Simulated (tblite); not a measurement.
Compound: C3H10BN.
Bonds: B1–N2, N2–C3, C3–C4, C4–C5. Hydrogens: H6, H7 on B1; H8 on N2; H9, H10 on C3; H11, H12 on C4; H13, H14, H15 on C5.

Computed with GFN2-xTB (tblite), gas phase: nudged elastic band of 9 images (0 to 8), spring 0.2 eV/Å², climbing image at the end, force threshold 0.05 eV/Å. The top image wasn't refined or checked by frequencies; at this threshold it can lie a kcal/mol or more above the true saddle point of the method.

The band describes a rotation about C3–C4 (sp3 carbon bound to nitrogen, chain CH2 carbon), followed by the dihedral N2–C3–C4–C5, from the optimised start (178°) to a second optimised geometry at -65°.

Problem. How does the energy change from image to image?

Solution. 
```json
{"image": "0", "dihedral (°)": "178", "E (eV)": "0.000", "C3–C4 (Å)": "1.532", "N2···C5 (Å)": "3.81", "largest true force (eV/Å)": "0.01"}
{"image": "1", "dihedral (°)": "-168", "E (eV)": "0.012", "C3–C4 (Å)": "1.533", "N2···C5 (Å)": "3.81", "largest true force (eV/Å)": "0.05"}
{"image": "2", "dihedral (°)": "-153", "E (eV)": "0.046", "C3–C4 (Å)": "1.537", "N2···C5 (Å)": "3.77", "largest true force (eV/Å)": "0.05"}
{"image": "3", "dihedral (°)": "-138", "E (eV)": "0.084", "C3–C4 (Å)": "1.541", "N2···C5 (Å)": "3.70", "largest true force (eV/Å)": "0.05"}
{"image": "4", "dihedral (°)": "-123", "E (eV)": "0.103", "C3–C4 (Å)": "1.544", "N2···C5 (Å)": "3.61", "largest true force (eV/Å)": "0.05"}
{"image": "5", "dihedral (°)": "-109", "E (eV)": "0.093", "C3–C4 (Å)": "1.543", "N2···C5 (Å)": "3.48", "largest true force (eV/Å)": "0.05"}
{"image": "6", "dihedral (°)": "-94", "E (eV)": "0.060", "C3–C4 (Å)": "1.539", "N2···C5 (Å)": "3.34", "largest true force (eV/Å)": "0.05"}
{"image": "7", "dihedral (°)": "-79", "E (eV)": "0.026", "C3–C4 (Å)": "1.535", "N2···C5 (Å)": "3.19", "largest true force (eV/Å)": "0.04"}
{"image": "8", "dihedral (°)": "-65", "E (eV)": "0.014", "C3–C4 (Å)": "1.534", "N2···C5 (Å)": "3.07", "largest true force (eV/Å)": "0.01"}
```

Barriers of this band. The top is image 4 at -123°: 0.103 eV forward and 0.089 eV back; the end lies 0.014 eV above the start. The central bond is 0.012 Å longer at the top than at the start.

Problem. What rate follows at 298 K for crossing this barrier forward?

Solution. Taking the electronic barrier for the free energy of activation (no zero-point or entropy terms, transmission 1), rate = (kT/h)·exp(−ΔE/kT) ≈ 1 × 10^11 s⁻¹, whose inverse is 9 × 10^-12 s. An error of 1 kcal/mol in the barrier changes this by a factor of 5, and the method and the loose band can each miss by that much or more.

Problem. How would the two end points share their population at 298 K, from these energies alone?

Solution. exp(−ΔE/kT) with ΔE = 0.014 eV gives 0.58 for the higher one (end) against 1 for the lower, without vibrational, rotational or degeneracy terms. GFN2-xTB can put conformers this close in the wrong order.

The cost below is that of the whole band run. Hardware: an Intel Xeon 6975P-C with one thread, no GPU (shared host). Cost: 1.2 s of wall time, 0.18 GiB resident at most.
